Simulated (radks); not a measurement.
Results of a calculation; reference values are marked as such.
All-electron atom: the barium ion Ba42+ in [Ne] 3s2 3p2. Level of theory: scalar-relativistic Kohn-Sham, r2SCAN, spin-polarised, spherical densities, finite nucleus; open shells are filled with parallel spins first (spin-orbit coupling, left out, can overturn this in heavy ions); meta-GGA in the generalised Kohn-Sham scheme; Fermi nuclear charge, rms radius 4.8378 fm (a radial shooting solver on a logarithmic mesh with Libxc functionals). Some entries of the table are withheld. Estimate them.

orbital  occ.  eigenvalue (eV)  <r^2> (bohr^2)  <1/r> (bohr^-1)
1s up       1        -39998.71       0.0008880            60.71
1s down     1        -39990.68       0.0008877            60.71
2s up       1        -8460.568         0.01376            14.19
2s down     1        -8456.873         0.01373            14.19
2p up       3        -7874.926         0.01086            13.45
2p down     3        -7867.652         0.01086            13.45
3s up       1        -3357.690         0.07807              (1)
3s down     1        -3331.872         0.07845              (2)
3p up       2              (3)         0.07455            5.495
3p down     0              (4)         0.07487            5.484

Answer. 
(1) 3s up <1/r> (bohr^-1): 5.738
(2) 3s down <1/r> (bohr^-1): 5.716
(3) 3p up eigenvalue (eV): -3172.813
(4) 3p down eigenvalue (eV): -3147.097
